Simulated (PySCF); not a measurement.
Al(H)(I)(OH) (AlH₂IO), SMILES [OH][AlH][I].

Geometry: B3LYP-D3(BJ)/def2-TZVP. The def2 effective core potentials stand for the cores of I; spin–orbit coupling is left out. Other conformers were not sampled.

The numbers are results of PySCF with TDDFT-CAM-B3LYP/def2-SVPD, not measurements.

Vertical excitations. Isolated molecule, no solvent. State labels are in the subgroup Cs.

Computed excitation energies, oscillator strengths and character:
```csv
state,symmetry,energy (eV),λ (nm),f,main pairs
S1,A",5.63,220,0.000,HOMO→LUMO 97 %
S2,A',5.96,208,0.040,"HOMO→LUMO+1 75 %, HOMO−1→LUMO 15 %"
S3,A",6.08,204,0.041,HOMO−1→LUMO+1 86 %
S4,A',6.08,204,0.038,"HOMO−1→LUMO 76 %, HOMO→LUMO+1 12 %"
S5,A",6.56,189,0.003,HOMO−2→LUMO 97 %
S6,A',7.20,172,0.026,"HOMO→LUMO+2 54 %, HOMO−2→LUMO+1 26 %"
S7,A",7.31,170,0.002,HOMO−1→LUMO+2 75 %
S8,A',7.41,167,0.148,"HOMO→LUMO+3 45 %, HOMO−2→LUMO+1 24 %, HOMO→LUMO+6 10 %"
S9,A",7.60,163,0.079,"HOMO−1→LUMO+3 62 %, HOMO−1→LUMO+6 15 %, HOMO−1→LUMO+4 12 %"
S10,A',7.64,162,0.226,"HOMO−2→LUMO+1 28 %, HOMO→LUMO+3 25 %, HOMO→LUMO+2 16 %, HOMO→LUMO+4 8 %"
T1,A',5.49,226,0,HOMO−1→LUMO 95 %
T2,A",5.50,225,0,HOMO→LUMO 95 %
T3,A',5.62,221,0,HOMO→LUMO+1 81 %
T4,A",5.73,217,0,HOMO−1→LUMO+1 77 %
```
Triplets are in the Tamm–Dancoff approximation, which puts them higher than full response would, so one can lie above its singlet here.
